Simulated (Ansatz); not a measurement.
Name a neutral molecule of C, F, N, O, Sn and H with HOMO–LUMO gap (PBE0/def2-TZVPP) between 7.10 and 7.40 eV and HOMO–LUMO gap (ωB97M-V/def2-TZVPP) between 11.05 and 11.35 eV (Ansatz, PBE0-D4/def2-TZVP geometry).

`[CH3][Sn]([NH2])([OH])[F]` (7.16 eV, 11.35 eV). Other molecules can fit too; these were computed, each in one conformer that needn't be the lowest.
